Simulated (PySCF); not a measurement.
**State search for BeH**

Unrestricted PBE0; Be def2-TZVP, H def2-TZVP; no relativity (PySCF 2.14). Outer shells of the fragments: Be 2s2; H 1s1.

Followed along the bond (rough minima from three points):

```tsv
2Ms+1	unpaired	⟨S²⟩ at the start	R at minimum (Å)	Te (eV)
2	σ ↑	0.75	1.36	0.00
4	σ ↑↑, π ↑	3.75	none in the scan	≤ 5.33
```

Solutions found at the starting distance of 1.280 Å, counted from the lowest of them; the search is not exhaustive and high or unbound solutions are not listed, so other states can lie among these:

```csv
2Ms+1,unpaired,term,E (eV),⟨S²⟩,⟨Lz²⟩,μ (D)
2,σ ↑,²Σ⁺,0.00,0.75,0.00,-0.10
2,π ↑,²Π,2.32,0.78,1.00,-2.47
4,"σ ↑↑, π ↑",⁴Π,5.92,3.75,1.00,2.81
4,"σ ↑, π ↑↑",⁴Σ⁻,7.87,3.75,0.00,0.14
4,σ ↑↑↑,⁴Σ⁺,9.59,3.75,0.00,-1.06
```

A term symbol is given only where ⟨S²⟩ and ⟨Lz²⟩ are close to those of a pure state; real π, δ and φ orbitals otherwise mix terms. A positive dipole means Be(−)H(+).

Counting both spins, an empty level lies below a filled one in some of these solutions, because spin and occupation are held.
